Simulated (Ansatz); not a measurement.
`[F][GeH3]` + `BNC` → `B[N](C)[GeH3]` + H–F at 700 K and 1 bar (ligand exchange at a Ge–F bond).

Program: Ansatz. Geometries: PBE0-D4/def2-TZVP. ΔE: electronic, gas phase. CCSD(T)/CBS is the MP2 limit (def2-TZVPP, def2-QZVPP) plus CCSD(T) − MP2 in def2-TZVPP, frozen cores. This one scheme is used for every species. For Ge outer-core shells are correlated without core-valence functions, which leaves a few kJ/mol of doubt a bond. Scalar relativity is left out up to krypton.

| species | CCSD(T)/CBS energy (Eh) | H − E (kJ/mol) | S (J/(mol·K)) |
| --- | --- | --- | --- |
| `[F][GeH3]` | -2177.72589 | 105.3 | 308.2 |
| `BNC` | -121.18426 | 253.9 | 346.7 |
| `B[N](C)[GeH3]` | -2198.49616 | 314.6 | 455.1 |
| H–F | -100.39570 | 45.2 | 198.5 |

H − E and S are ideal-gas, rigid-rotor, harmonic terms from PBE0-D4/def2-TZVP. 1 Eh = 2625.50 kJ/mol, R = 8.31446 J/(mol·K).

Problem. By hand: ΔE, ΔH, ΔS and ΔG.

Solution. ΔE = (-2198.49616) + (-100.39570) − (-2177.72589) − (-121.18426) = 0.01829 Eh = 48.0 kJ/mol. Δ(H − E) = 314.6 + 45.2 − 105.3 − 253.9 = 0.6, so ΔH = 48.6 kJ/mol. ΔS = 455.1 + 198.5 − 308.2 − 346.7 = -1.3 J/(mol·K). ΔG = 48.6 − 700 × (-1.3)/1000 = 49.5 kJ/mol.

Problem. By hand: the equilibrium constant, and the temperature at which ΔG would vanish if ΔH and ΔS stayed fixed.

Solution. log₁₀ K = −ΔG/(RT ln 10) = -3.7. ΔH and −TΔS have one sign here, so there is no such temperature. One of them is within its doubt of zero, so this could turn.

The number of gas molecules stays the same, so ΔS is small and ΔH decides. A doubt of 5 kJ/mol in ΔE shifts log₁₀ K by 0.4 here. These are equilibria of isolated gas molecules and say nothing of rates. Largest T1 diagnostic: 0.013 (customary marks: 0.02 for closed shells, 0.045 for open ones).
